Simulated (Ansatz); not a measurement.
Ansatz (a program for electronic structure) job for Se(SiH3)2 (H₆SeSi₂), SMILES [Se]([SiH3])[SiH3], PBE-D3(BJ)/def2-SVP. 

Ansatz 0.2 input:
```yaml
crystal:
  periodic: [false, false, false]
  atoms:
    - {symbol: Se, position_ang: [-0.00000000, -0.00000000, 0.79845853]}
    - {symbol: Si, position_ang: [-1.68922897, -0.00000000, -0.74221625]}
    - {symbol: H, position_ang: [-2.95991485, 0.00000000, 0.03656430]}
    - {symbol: H, position_ang: [-1.61960099, -1.21364764, -1.60966594]}
    - {symbol: H, position_ang: [-1.61960098, 1.21364765, -1.60966593]}
    - {symbol: Si, position_ang: [1.68922897, -0.00000000, -0.74221625]}
    - {symbol: H, position_ang: [1.61960100, 1.21364766, -1.60966592]}
    - {symbol: H, position_ang: [1.61960099, -1.21364764, -1.60966593]}
    - {symbol: H, position_ang: [2.95991486, -0.00000000, 0.03656431]}
basis:
  gaussian:
    orbitals: def2-SVP
hamiltonian:
  xc: pbe
  dispersion: d3bj
relax: {f_tol: 0.002, max_steps: 200}
```

It prints:

```
WARN ansatz: RAYON_NUM_THREADS=1 ignored (pool sized by the plan → 1); use --threads N
Functional definition: PBE
integrals: 0.05 GiB planned
1086 factors; their error is unknown
mean field: 0.25 GiB planned
mean field evaluation 1: about -81171.2965 eV, gradient 1.6e1 eV
mean field evaluation 2: about -81172.0214 eV, gradient 9.1e0 eV
mean field evaluation 4: about -81172.2937 eV, gradient 3.3e-1 eV
mean field evaluation 8: about -81172.1375 eV, gradient 1.4e-1 eV
mean field evaluation 16: about -81172.1376 eV, gradient 7.1e-5 eV
mean field -81172.13756186 eV, -2983.0210349472 hartree, gradient 7.1e-5 eV, S^2 0.000000; 0 other end points of the search recorded, 0 dependent functions left out
the calculation of the forces begins
reference -81172.13759708 eV, -2983.0210362417 hartree; 34, 34 occupied and 64, 64 virtual orbitals, 1086 factors
relax step   1: F+E_penalty+E_count = -81172.36242438 eV  Δ(F+E_penalty+E_count) = +0.000e0 eV  max|allowed force component| = 3.268e-1 eV/Å  Δτ_max = 0.0000 Å  (26 SCF iters, accepted)
these checks for a lower state are left out or cut short: starts, cluster_reference, orbital_swaps, neighbouring_geometries, increment
integrals: 0.05 GiB planned
1086 factors; their error is unknown
mean field: 0.24 GiB planned
mean field -81172.14800833 eV, -2983.0214188479 hartree, gradient 7.0e-6 eV, S^2 0.000000; 0 other end points of the search recorded, 0 dependent functions left out
the calculation of the forces begins
reference -81172.14804353 eV, -2983.0214201418 hartree; 34, 34 occupied and 64, 64 virtual orbitals, 1086 factors
relax step   2: F+E_penalty+E_count = -81172.37187723 eV  Δ(F+E_penalty+E_count) = -9.453e-3 eV  max|allowed force component| = 5.018e-2 eV/Å  Δτ_max = 0.0221 Å  (29 SCF iters, accepted)
these checks for a lower state are left out or cut short: starts, cluster_reference, orbital_swaps, neighbouring_geometries, increment
integrals: 0.05 GiB planned
1086 factors; their error is unknown
mean field: 0.24 GiB planned
mean field evaluation 32: about -81172.1492 eV, gradient 7.0e-6 eV
mean field -81172.14919896 eV, -2983.0214626030 hartree, gradient 7.0e-6 eV, S^2 0.000000; 0 other end points of the search recorded, 0 dependent functions left out
the calculation of the forces begins
reference -81172.14923424 eV, -2983.0214638993 hartree; 34, 34 occupied and 64, 64 virtual orbitals, 1086 factors
relax step   3: F+E_penalty+E_count = -81172.37257502 eV  Δ(F+E_penalty+E_count) = -6.978e-4 eV  max|allowed force component| = 2.134e-2 eV/Å  Δτ_max = 0.0149 Å  (29 SCF iters, accepted)
these checks for a lower state are left out or cut short: starts, cluster_reference, orbital_swaps, neighbouring_geometries, increment
integrals: 0.05 GiB planned
1086 factors; their error is unknown
mean field: 0.24 GiB planned
mean field -81172.14911777 eV, -2983.0214596192 hartree, gradient 8.9e-5 eV, S^2 0.000000; 0 other end points of the search recorded, 0 dependent functions left out
the calculation of the forces begins
reference -81172.14915302 eV, -2983.0214609148 hartree; 34, 34 occupied and 64, 64 virtual orbitals, 1086 factors
relax step   4: F+E_penalty+E_count = -81172.37273621 eV  Δ(F+E_penalty+E_count) = -1.612e-4 eV  max|allowed force component| = 1.203e-3 eV/Å  Δτ_max = 0.0059 Å  (20 SCF iters, accepted)
integrals: 0.05 GiB planned
1086 factors; their error is unknown
mean field: 0.24 GiB planned
mean field -81172.14911777 eV, -2983.0214596192 hartree, gradient 8.9e-5 eV, S^2 0.000000; 1 other end points of the search recorded, 0 dependent functions left out
the calculation of the forces begins
reference -81172.14915302 eV, -2983.0214609148 hartree; 34, 34 occupied and 64, 64 virtual orbitals, 1086 factors
Total energy: -81172.37277146 eV, -2983.0296787408 hartree
Atom 0 at    -0.000000     0.000000     0.816353 Å, force    -0.000000     0.000000     0.000424 eV/Å
Atom 1 at    -1.695424     0.000000    -0.742239 Å, force     0.000115    -0.000000     0.001191 eV/Å
Atom 2 at    -2.975465    -0.000000     0.042231 Å, force    -0.000394    -0.000000    -0.001203 eV/Å
Atom 3 at    -1.629213    -1.222242    -1.616962 Å, force     0.000535     0.000386    -0.000100 eV/Å
Atom 4 at    -1.629213     1.222242    -1.616962 Å, force     0.000535    -0.000386    -0.000100 eV/Å
Atom 5 at     1.695424    -0.000000    -0.742239 Å, force    -0.000115    -0.000000     0.001191 eV/Å
Atom 6 at     1.629213     1.222242    -1.616962 Å, force    -0.000535    -0.000386    -0.000100 eV/Å
Atom 7 at     1.629213    -1.222242    -1.616962 Å, force    -0.000535     0.000386    -0.000100 eV/Å
Atom 8 at     2.975465    -0.000000     0.042231 Å, force     0.000394     0.000000    -0.001203 eV/Å
Dipole moment:     0.000000     0.000000    -0.176647 e Å
```

Self-consistency was reached.

Cost: very roughly 13 core-seconds.
